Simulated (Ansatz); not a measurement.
Q: Name a neutral molecule of Al, C, O, Si and H with zero-point energy (PBE0-D4/def2-TZVP) between 131 and 147 kJ/mol and ideal-gas entropy at 298 K and 1 bar (rigid rotor, harmonic PBE0-D4/def2-TZVP) between 296 and 312 J/(mol·K) (Ansatz, PBE0-D4/def2-TZVP geometry).

A: `C1[O][AlH][SiH2]1` (144.4 kJ/mol, 311 J/(mol·K)). Other molecules can fit too; these were computed, each in one conformer that needn't be the lowest.
